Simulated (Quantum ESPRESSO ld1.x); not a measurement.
The numbers below are computed, except where a source is named.
Question: Species: V4+. Configuration: [Ar] 3d1. Code: ld1.x of Quantum ESPRESSO 7.5. Model: scalar-relativistic Kohn-Sham, LDA (Slater exchange, VWN5 correlation), spin-polarised, spherical densities, point nucleus; open shells are filled with parallel spins first. Some entries of the table are withheld. Estimate them.

orbital  occ.  eigenvalue (eV)  r(max) (bohr)
1s down     1         -5406.94          0.043
1s up       1         -5406.94          0.043
2s up       1         -658.466          0.257
2s down     1         -657.940          0.257
2p up       3              (1)          0.209
2p down     3              (2)          0.209
3s up       1         -123.486          0.813
3s down     1         -122.260          0.813
3p up       3         -96.9394            (3)
3p down     3         -95.7420            (4)
3d up       1         -56.0048            (5)
3d down     0         -54.8417            (6)

Answer: 
(1) 2p up eigenvalue (eV): -560.042
(2) 2p down eigenvalue (eV): -559.632
(3) 3p up r(max) (bohr): 0.826
(4) 3p down r(max) (bohr): 0.826
(5) 3d up r(max) (bohr): 0.813
(6) 3d down r(max) (bohr): 0.813
